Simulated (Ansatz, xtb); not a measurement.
# Two conformers of CH6InNO

We compare I, `[CH3][In]([NH2])[OH]`, a singlet, with II, `[CH3][In]([NH2])[OH]`, a singlet. Both are isolated molecules in the gas phase, relaxed with B3LYP-D3(BJ)/def2-SVP.

I (Å):

```xyz
10

C    -0.8558   -2.7299   -0.6789
In   -1.1261   -1.1203   -2.1057
N    -2.2732   -1.0896   -3.7900
O    -0.0657    0.6008   -2.0828
H     0.1759   -3.1047   -0.7447
H    -1.5557   -3.5472   -0.9005
H    -1.0388   -2.3554    0.3382
H    -3.1299   -1.6366   -3.8274
H    -2.4332   -0.1788   -4.2156
H     0.5708    0.6467   -1.3573
```

II (Å):

```xyz
10

C     0.0665    1.6129    0.7127
In   -0.0196   -0.5219    0.3965
N     1.4121   -1.8129   -0.2974
O    -1.6905   -1.4546    1.0465
H    -0.7258    2.0890    0.1179
H    -0.1156    1.8174    1.7771
H     1.0434    2.0194    0.4186
H     2.1323   -1.4404   -0.9132
H     1.1087   -2.7156   -0.6583
H    -1.6486   -2.4161    0.9568
```

**Question.** Estimate which is lower in electronic energy at CCSD(T)/def2-SVP + ΔMP2/def2-TZVPP, and by roughly how much.

**Answer.** Too close to call at this level: CCSD(T)/def2-SVP + ΔMP2/def2-TZVPP gives E(II) − E(I) = −0.09 kcal/mol.

How the difference moves with the method:

```json
{"level": "B3LYP-D3(BJ)/def2-SVP", "geometry": "B3LYP-D3(BJ)/def2-SVP", "E(II) − E(I) (kcal/mol)": "+0.10", "departure from the last row (kcal/mol)": "+0.19", "job, with rough time for the two": "optimisation, 3.1 min"}
{"level": "HF/def2-SVP", "geometry": "B3LYP-D3(BJ)/def2-SVP", "E(II) − E(I) (kcal/mol)": "−0.17", "departure from the last row (kcal/mol)": "−0.08", "job, with rough time for the two": "part of the CCSD(T) run"}
{"level": "MP2/def2-SVP", "geometry": "B3LYP-D3(BJ)/def2-SVP", "E(II) − E(I) (kcal/mol)": "+0.18", "departure from the last row (kcal/mol)": "+0.27", "job, with rough time for the two": "part of the CCSD(T) run"}
{"level": "CCSD(T)/def2-SVP", "geometry": "B3LYP-D3(BJ)/def2-SVP", "E(II) − E(I) (kcal/mol)": "+0.15", "departure from the last row (kcal/mol)": "+0.24", "job, with rough time for the two": "single point"}
{"level": "CCSD(T)/def2-SVP + ΔMP2/def2-TZVPP", "geometry": "B3LYP-D3(BJ)/def2-SVP", "E(II) − E(I) (kcal/mol)": "−0.09", "departure from the last row (kcal/mol)": "", "job, with rough time for the two": "single point, 30 s"}
```

The largest departure from CCSD(T)/def2-SVP + ΔMP2/def2-TZVPP is that of MP2/def2-SVP, 0.27 kcal/mol. A small imaginary or near-zero mode remains, so no thermal terms are given. Levels run at GFN2-xTB geometries aren't shown. The last row adds to CCSD(T) the change of the MP2 difference between the two basis sets, here −0.24 kcal/mol.

The correlated steps freeze 7 core orbitals; the filled d shell of In is correlated, in a basis made for valence electrons. Atoms past krypton carry core potentials in the def2 sets and no spin–orbit term is included. Run with Ansatz 0.2.0; the last row on 2 threads of Arm Neoverse V2 on a shared host.
